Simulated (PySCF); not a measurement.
## Electron correlation in Pb (lead, neutral)

[Xe] 4f14 5d10 6s1 6p3, 6s spin antiparallel (an excited configuration). All numbers are calculated (PySCF 2.14, scalar relativity by spin-free X2C-1e, in x2c-TZVPPall with one added diffuse shell each of s, p, d, f type (12s8p7d4f, 99 functions)). Frozen: [Kr] 4d10 4f14; 22 electrons correlated.

MP2 pair energies summed by pair of shells (mhartree):

| pair | energy | share (%) |
| --- | --- | --- |
| 5d-5d | -216.08 | 40.9 |
| 5d-6p | -76.33 | 14.4 |
| 5p-5d | -68.60 | 13.0 |
| 6s-6p | -53.17 | 10.1 |
| 5d-6s | -47.84 | 9.0 |
| 5p-5p | -19.17 | 3.6 |
| 5s-5d | -14.80 | 2.8 |
| 6p-6p | -11.30 | 2.1 |
| 5s-5p | -8.65 | 1.6 |
| 5p-6s | -5.29 | 1.0 |
| 5p-6p | -5.05 | 1.0 |
| 5s-5s | -1.85 | 0.4 |
| 5s-6s | -0.44 | 0.1 |
| 5s-6p | -0.35 | 0.1 |

Total MP2 correlation energy: -528.93 mhartree.

Same-spin part -183.26 and opposite-spin part -345.67 mhartree; SCS-MP2 scales them by 1/3 and 6/5 to -475.89 mhartree.

This basis was not built for core-valence correlation, so the inner-shell part is incomplete.

Spin-orbit coupling is strong in this species, so the high-spin LS determinant is a model state.
